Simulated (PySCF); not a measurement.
# Which determinant of CdO lies lowest?

Unrestricted PBE0; PySCF, scalar-relativistic core potentials, basis sets Cd def2-TZVPP with ECP28, O def2-TZVPP. Outer shells of the fragments: Cd 4d10 5s2; O 2s2 2p4.

Followed along the bond (rough minima from three points):

```
2Ms+1  unpaired  ⟨S²⟩ at the start  R at minimum (Å)  Te (eV)
    3  σ ↑, π ↑               2.01              2.10     0.00
    1  σ ↓, π ↑               1.01              2.07     0.19
    1      none               0.00              1.89     0.44
    3      σ ↑↑               2.00              2.01     1.57
```

Solutions found at the starting distance of 2.000 Å, counted from the lowest of them; the search is not exhaustive and high or unbound solutions are not listed, so other states can lie among these:

```tsv
2Ms+1	unpaired	term	E (eV)	⟨S²⟩	⟨Lz²⟩	μ (D)
3	σ ↑, π ↑	³Π	0.00	2.01	1.01	-2.52
1	σ ↓, π ↑	mixed	0.18	1.01	1.01	-2.76
1	none	¹Σ⁺	0.51	0.00	0.00	-6.11
3	σ ↑↑	³Σ⁺	1.53	2.00	0.00	-3.95
3	π ↑↑	³Σ⁻	2.65	2.01	0.00	2.77
1	π ↑↓	mixed	3.36	1.00	2.01	2.68
3	π ↑↑	mixed	3.93	2.00	2.01	-3.55
1	π ↑↓	mixed	3.99	1.14	2.01	-3.05
3	π ↑↑	mixed	4.07	2.00	2.01	-3.52
1	none	mixed	5.43	0.00	2.00	2.31
3	σ ↓, π ↑↑↑	mixed	6.14	3.00	1.00	2.53
```

A term symbol is given only where ⟨S²⟩ and ⟨Lz²⟩ are close to those of a pure state; real π, δ and φ orbitals otherwise mix terms. A positive dipole means Cd(−)O(+).

Spin–orbit coupling is left out. Counting both spins, an empty level lies below a filled one in some of these solutions, because spin and occupation are held.
